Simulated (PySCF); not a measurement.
RbI, SMILES [Rb][I]. Coordinates come from a B3LYP-D3(BJ)/def2-TZVPD optimisation. The def2 effective core potentials stand for the cores of I, Rb; spin–orbit coupling is left out.

Method: PySCF 2.14.0 with B3LYP-D3(BJ)/def2-TZVPD.

Harmonic wavenumbers (cm⁻¹): 130. Rotational constants (GHz): 0.9296 (linear); symmetry number 1.

**Question.** Work out the zero-point energy and the ideal-gas rigid-rotor harmonic-oscillator thermochemistry at 298.15 K and 1 atm.

**Answer.** ZPE = ½ Σ hcν = ½ × 130 cm⁻¹ = 0.19 kcal/mol. H − E(el) = 2.69 kcal/mol. Entropy in cal/(mol K): translation 41.96, rotation 19.49, vibration 2.95, total 64.40. G − E(el) = -16.52 kcal/mol. Cp = 8.88 cal/(mol K). Modes under 150 cm⁻¹ make the vibrational entropy uncertain.
